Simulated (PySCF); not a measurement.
Compound: C2H6O2Si2.
Geometry (GFN2-xTB, Å), atoms numbered from 1 in this order:
```
atom  x, y, z in Å
C1     2.1542    1.3113   -1.4517
C2     1.4325    0.4164   -1.1019
Si3    0.3040   -0.9572   -0.5661
O4     1.1235   -2.1921    0.0876
O5    -0.7026   -0.3350    0.5492
Si6   -1.8335    0.6494    1.1516
H7     2.7902    2.0914   -1.7593
H8    -0.4452   -1.5617   -1.6517
H9     1.5563   -2.1192    0.9343
H10   -1.4241    2.0302    0.8994
H11   -3.0958    0.3388    0.4823
H12   -1.8583    0.3270    2.5769
```

Method: PySCF 2.14.0, density-fitted response routines, TDDFT PBE0/def2-SVPD, vertical, gas phase, core orbitals frozen in the response.

Kohn–Sham orbitals with the atoms that hold most of them (Löwdin shares over 4%, at most four atoms; ? is withheld):

| orbital | ε (eV) | atoms |
| --- | --- | --- |
| HOMO-3 | -9.11 | O5 28%, Si6 24%, H12 16%, H10 15% |
| HOMO-2 | -8.88 | O5 34%, Si6 19%, H11 16%, Si3 8% |
| HOMO-1 | -8.53 | C2 44%, C1 43%, Si3 5%, H7 4% |
| HOMO | ? | ? |
| LUMO | -0.31 | ? |
| LUMO+1 | -0.23 | C1 24%, C2 23%, Si3 14%, Si6 8% |
| LUMO+2 | 0.37 | Si6 20%, C2 16%, Si3 15%, C1 15% |

Q: Which atoms hold the HOMO, and with what shares?

A: C1 (bonded to C and H) 39%; C2 (bonded to C and Si) 39%; O5 (bonded to 2 Si) 8%; O4 (bonded to Si and H) 5%. By element: carbon 78%, oxygen 12%.

Q: Which atoms hold the LUMO, and with what shares?

A: C1 (bonded to C and H) 22%; C2 (bonded to C and Si) 20%; Si3 (bonded to C, 2 O and H) 19%; O4 (bonded to Si and H) 7%. By element: carbon 43%, silicon 19% or more, oxygen 7% or more.

Q: What is the HOMO energy, and the HOMO–LUMO gap?

A: ε(HOMO) = -8.43 eV; the gap is 8.12 eV (0.2985 hartree).

Q: How does S1 compare with the orbital gap of 8.12 eV?

A: S1 is at 6.16 eV (f = 0.0001), 1.96 eV below the gap, made of HOMO→LUMO (56%), HOMO-1→LUMO+1 (19%), HOMO→LUMO+1 (8%). 

Next come S2 at 6.42 eV (f 0.0010), HOMO-1→LUMO (28%), HOMO→LUMO+1 (28%), HOMO-1→LUMO+1 (20%); S3 at 6.44 eV (f 0.0001), HOMO-1→LUMO+1 (46%), HOMO-1→LUMO (16%), HOMO→LUMO+1 (12%); S4 at 7.29 eV (f 0.0015), HOMO-2→LUMO (56%), HOMO-2→LUMO+1 (34%); S5 at 7.43 eV (f 0.011), HOMO-3→LUMO (23%), HOMO-3→LUMO+1 (20%), HOMO→LUMO+2 (16%).

Löwdin shares depend on the basis, the more so with diffuse functions.

One conformer stands for the species.
